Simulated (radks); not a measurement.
The fluorine ion F+, 8 electrons, occupied as [He] 2s2 2p4. All-electron calculation, scalar-relativistic Kohn-Sham, PBE, spin-polarised, spherical densities, point nucleus; open shells are filled with parallel spins first. Program: a radial shooting solver on a logarithmic mesh with Libxc functionals.

Unscreened Slater integrals over Kohn-Sham orbitals (hartree). They are taken over the spin-up orbitals.

integral     value
F0(2p,2p)  0.95709
F2(2p,2p)  0.43225
F0(2p,2s)  0.95124
G1(2p,2s)  0.57650
F0(2p,1s)   1.3723
G1(2p,1s)  0.15675
F0(2s,2s)  0.95315
F0(2s,1s)   1.3531
G0(2s,1s)  0.10195
F0(1s,1s)   5.3407

Derived for the open shells (J is the average intra-shell exchange parameter used in DFT+U). 2p: J = F2/5 = 0.08645 hartree; in LS coupling 1D lies 6 F2/25 = 0.1037 hartree above 3P.
